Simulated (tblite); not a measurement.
Species: C6H15ClOSi.
Cartesian coordinates in Å at the GFN2-xTB level; atoms count from 1:
```
atom  x, y, z in Å
C1     2.2189    1.3282    0.5570
O2     1.1427    0.4349    0.6892
C3     1.0931   -0.6011   -0.2857
C4     2.2112   -1.6306   -0.1223
Si5   -0.6604   -1.3572   -0.0709
Cl6   -0.9456   -2.6421   -1.6197
C7    -2.0150   -0.0065   -0.1184
C8    -1.7754    1.0006   -1.2454
C9    -2.1191    0.7227    1.2200
H10    2.0298    2.1443    1.2531
H11    3.1757    0.8595    0.8094
H12    2.2785    1.7276   -0.4637
H13    1.1935   -0.1480   -1.2871
H14    3.1881   -1.1965   -0.3279
H15    2.2101   -2.0223    0.8918
H16    2.0491   -2.4509   -0.8162
H17   -0.7207   -2.1337    1.1691
H18   -2.9778   -0.4944   -0.3104
H19   -0.8572    1.5552   -1.0662
H20   -2.5966    1.7140   -1.2965
H21   -1.7002    0.5002   -2.2090
H22   -2.3692    0.0307    2.0204
H23   -2.8929    1.4875    1.1751
H24   -1.1724    1.1977    1.4616
```

Calculated harmonic vibrations of the isolated species, GFN2-xTB (tblite), most abundant isotopes, no scaling. Errors from tens to a few hundred cm⁻¹ against measured bands are possible. Modes of hydrogen on silicon can be 10 to 20 % off. One conformer, not necessarily the lowest.

Harmonic wavenumbers (cm⁻¹): 28.5, 47.0, 70.6, 89.3, 113.1, 132.2, 179.6, 202.1, 217.1, 234.6, 253.3, 266.8, 279.7, 345.4, 374.6, 404.6, 447.3, 503.8, 619.8, 626.9, 687.5, 727.1, 895.5, 944.4, 948.0, 995.1, 1008.4, 1034.1, 1052.1, 1084.4, 1113.5, 1131.3, 1133.0, 1158.4, 1179.9, 1264.4, 1281.4, 1302.7, 1317.1, 1400.0, 1406.8, 1408.3, 1422.4, 1472.0, 1486.6, 1497.6, 1498.6, 1502.2, 1505.1, 1509.6, 1513.1, 2240.1, 2809.1, 2899.2, 2914.6, 2932.8, 3011.7, 3016.0, 3016.7, 3017.3, 3024.2, 3035.2, 3038.1, 3041.3, 3044.9, 3053.5.

A = 1182, B = 943.1, C = 619.6 MHz; mass 166.058 u (most abundant isotopes); point group C1, symmetry number 1.

What is the zero-point energy?

Half the sum of the wavenumbers: 43706 cm⁻¹ = 522.84 kJ/mol.

Entropy at 400 K, 1 bar (ideal gas, RRHO, classical rotation)?

Translation 178.72, rotation 131.36, vibration 246.77: S = 556.9 J/(mol K).

And Cp and H(400 K) − H(0)?

Cp = 252.22 J/(mol K), of which vibrations give 218.96 (their classical limit is 66 R = 548.8); H(400 K) − H(0) = 61.50 kJ/mol without the zero-point energy, 48.20 from vibrations.

Blend soft modes into free rotors: weight 1/[1 + (100 cm⁻¹/ν̃)⁴] for the oscillator and the rest for a rotor with moment μB/(μ + B), μ = h/(8π²ν), B = 10⁻⁴⁴ kg m². What vibrational entropy results?

222.81 J/(mol K) in place of 246.77, which changes −T·S at 400 K by +9.58 kJ/mol.

How do the functions run with temperature in this model?

```csv
T (K),S (J/(mol K)),Cp (J/(mol K)),H − H(0) (kJ/mol),G − H(0) (kJ/mol),ln q(vib)
50,266.8,69.6,2.47,-10.87,1.18
100,326.8,106.6,6.90,-25.78,3.25
298.15,490.0,204.7,38.21,-107.88,11.40
373.15,539.8,240.0,54.89,-146.52,14.21
500,617.8,294.4,88.88,-220.01,18.73
750,753.5,375.1,173.24,-391.88,27.03
1000,869.4,430.0,274.31,-595.11,34.61
```

q(vib) and H(0) count from the zero-point level.

Hindered rotation and anharmonicity are outside this model. Other conformers, if any are populated, would add a mixing term that is left out. The structure is chiral; the term R ln 2 for an equal mix with its mirror image is left out.
